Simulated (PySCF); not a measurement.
Correlation energy of As³⁺ (arsenic, charge +3)

[Ar] 3d10 4s2, closed-shell 1S. Computed with PySCF 2.14 in cc-pVTZ-DK (6s5p3d1f, 43 functions), with scalar relativity by spin-free X2C-1e. Frozen: [Ar] 3d10; 2 electrons correlated.

Total MP2 correlation energy: -30.47 mhartree.

Same-spin part 0.00 and opposite-spin part -30.47 mhartree; SCS-MP2 scales them by 1/3 and 6/5 to -36.56 mhartree.

With two correlated electrons CCSD is exact within the correlated space (frozen core and kept virtual orbitals).

```csv
level,correlation energy (mhartree)
CCSD,-41.67
```

Diagnostics: T1 = 0.0033, D1 = 0.0047, largest double amplitude 0.099.

Cost of the coupled-cluster step: 0.08 s of wall time on 1 thread of Neoverse-V2 (shared host), for 2 correlated electrons.
